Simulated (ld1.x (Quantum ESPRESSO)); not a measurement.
**Before and after: TM potential for Ta**

```
Element                 : Ta
Generator               : ld1.x (Quantum ESPRESSO) 7.5
Type                    : norm-conserving Troullier–Martins (Kleinman–Bylander form)
Functional              : PBE
Relativity              : scalar-relativistic
Frozen core             : [Kr] 4d10 4f14 5s2
Valence charge          : 11
Reference configuration : 5p6 5d3 6s2 6p0
Partial waves           : 6s (bound): rc 3.05 bohr; 5d (bound): rc 2.75 bohr; 5p (bound): rc 2.00 bohr
Local potential         : the p channel
Core correction         : a·sin(br)/r model core inside 0.95 bohr
```

Change: core [Kr] 4d10 4f14, valence charge 13; reference 5s2 5p6 5d3 6s1 6p0; waves now 5p (bound): rc 1.20 bohr; 5d (bound): rc 2.05 bohr; 5s (bound): rc 1.20 bohr; local potential the s channel; core correction Bessel-smoothed model core, default radius (core density twice the valence density) (6s counted twice).

Cutoffs: the cutoffs (Ry, on a coarse ladder) from which the occupation-weighted sum of valence levels, in a spherical-Bessel basis at the reference potential, stays within 10 and 1 mRy of its value at 400 Ry; they do not see the model core or the augmentation charge, which bear on the density cutoff. Errors are all-electron minus pseudo energies relative to the spin-unpolarised reference configuration.

What does the change do?

The potential gets harder (25 Ry and 45 Ry → 110 Ry and 180 Ry); the bound ghost in s disappears. The added semicore shells are compact, so their waves need more plane waves. In the changed file ld1.x takes every shell without a wave as core, so the model core holds the 6s electrons as well and exchange and correlation see them twice. This cancels in the reference configuration, but the file is broken for other ones, and its errors say nothing about a proper core correction. Several settings change at once here, so the effects cannot be laid on one of them.

```tsv
quantity	base	changed
cutoff, loose	25 Ry	110 Ry
cutoff, tight	45 Ry	180 Ry
loose cutoff by channel (10 mRy a level)	s 8 Ry, d 18 Ry, p 18 Ry	p 50 Ry, d 25 Ry, s 90 Ry
bound ghosts	s	none
largest miss of a reference level, eV	0.00	0.12
largest error over its own tests, meV	+264	-773
```

 A true bound ghost makes a file unfit for plane-wave use even where its test errors are small: the radial tests pick states by their node count and pass the ghost by.
